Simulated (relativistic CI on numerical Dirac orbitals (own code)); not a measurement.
# Calculated levels, Pb XXXVII

Computed by Dirac-Coulomb-Breit CI, separate exchange-only KLI orbitals for each configuration, a model potential for QED, unscaled Slater integrals (own radial code, finite nucleus).

Configurations in the expansion (outside the closed core [Ar] 3d10): 4s²4p⁶4d¹⁰, 4s²4p⁶4d⁹4f, 4s²4p⁵4d¹⁰4f, 4s4p⁶4d¹⁰4f, 4s²4p⁶4d⁹5s, 4s²4p⁶4d⁹5p, 4s²4p⁶4d⁹5d, 4s²4p⁵4d¹⁰5s, 4p⁶4d¹⁰4f², 4p⁶4d⁹4f³, 4p⁵4d¹⁰4f³, 4p⁶4d⁹4f²5s, 4p⁶4d⁹4f²5p, 4p⁶4d⁹4f²5d. Double excitations out of closed p, d and f shells are left out; levels of such configurations are missing from the list, as are those of other unlisted configurations, and high levels can miss mixing partners. These lack a partner that the ground configuration has and come out too high: 4s²4p⁵4d¹⁰5s.

```csv
No.,Configuration,Term,J,E (Ry),%,Landé g
1,4s²4p⁶4d¹⁰,¹S,0,0.0000,100,
2,4s²4p⁶4d⁹4f,³P°,0,16.8664,100,
3,4s²4p⁶4d⁹4f,³P°,1,17.0978,81,1.309
4,4s²4p⁶4d⁹4f,³H°,5,17.4755,58,1.021
5,4s²4p⁶4d⁹4f,³D°,2,17.4962,50,1.194
6,4s²4p⁶4d⁹4f,³F°,3,17.7572,58,1.090
7,4s²4p⁶4d⁹4f,³G°,4,17.8232,47,1.023
8,4s²4p⁶4d⁹4f,³H°,6,17.8649,100,1.162
9,4s²4p⁶4d⁹4f,¹D°,2,17.9630,50,1.040
10,4s²4p⁶4d⁹4f,³F°,4,18.2890,65,1.148
11,4s²4p⁶4d⁹4f,³G°,5,18.4428,79,1.155
12,4s²4p⁶4d⁹4f,³D°,3,18.5182,44,1.107
13,4s²4p⁶4d⁹4f,³D°,1,18.7560,79,0.693
14,4s²4p⁶4d⁹4f,³H°,4,19.5332,77,0.843
15,4s²4p⁶4d⁹4f,¹D°,2,19.6748,49,0.962
16,4s²4p⁶4d⁹4f,³D°,2,19.9919,49,1.120
17,4s²4p⁶4d⁹4f,³G°,3,20.1348,72,0.823
18,4s²4p⁶4d⁹4f,¹H°,5,20.2135,42,1.044
19,4s²4p⁶4d⁹4f,¹F°,3,20.4779,35,1.128
20,4s²4p⁶4d⁹4f,³G°,4,20.5391,48,1.067
21,4s²4p⁶4d⁹4f,¹P°,1,23.1430,96,0.986
22,4s²4p⁵4d¹⁰4f,³D,1,35.1371,100,0.495
23,4s²4p⁵4d¹⁰4f,³D,2,35.4903,71,1.019
24,4s²4p⁵4d¹⁰4f,³G,4,35.5455,57,1.034
25,4s²4p⁵4d¹⁰4f,³F,3,35.8021,55,1.018
26,4s²4p⁵4d¹⁰4f,³G,5,35.9081,100,1.196
27,4s²4p⁵4d¹⁰4f,¹F,3,36.1851,50,1.117
28,4s²4p⁵4d¹⁰4f,³F,4,36.4719,69,1.170
29,4s²4p⁵4d¹⁰4f,¹D,2,36.7010,63,0.922
30,4s²4p⁶4d⁹5s,³D,3,38.2681,100,1.329
31,4s²4p⁶4d⁹5s,¹D,2,38.3597,56,1.067
32,4s²4p⁶4d⁹5s,³D,1,40.4113,100,0.493
33,4s²4p⁶4d⁹5s,³D,2,40.4733,56,1.089
34,4s²4p⁶4d⁹5p,³P°,2,42.4337,54,1.307
35,4s²4p⁶4d⁹5p,³F°,3,42.5122,46,1.102
36,4s²4p⁶4d⁹5p,³F°,2,44.6051,78,0.754
37,4s²4p⁶4d⁹5p,³D°,1,44.7460,48,0.860
38,4s²4p⁵4d¹⁰4f,³G,3,46.0634,71,0.826
39,4s²4p⁶4d⁹5p,³F°,4,46.4225,100,1.246
40,4s²4p⁶4d⁹5p,¹D°,2,46.5016,50,1.192
41,4s²4p⁶4d⁹5p,¹P°,1,46.5141,61,1.141
42,4s²4p⁵4d¹⁰4f,³F,2,46.5975,44,0.880
43,4s²4p⁵4d¹⁰4f,³D,3,46.6418,50,1.188
44,4s²4p⁶4d⁹5p,³D°,3,46.6622,72,1.237
45,4s²4p⁵4d¹⁰4f,³G,4,46.7742,39,1.082
```

Energies count from the lowest computed level; ° marks odd parity.

The mean weight of the leading LS term, summed over parents, in these 45 levels is 66 %, and that of the leading jj configuration (from the same eigenvectors) 94 %, so jj coupling describes them better and the LS labels are nominal.

At this charge energies of transitions that change n are usually good to better than 1 %, and those within a shell (Δn = 0) to a few per cent.

LS names give the leading component of a level, which can be under half, so a name can repeat, a term be missing and a line seem to break the LS rules.
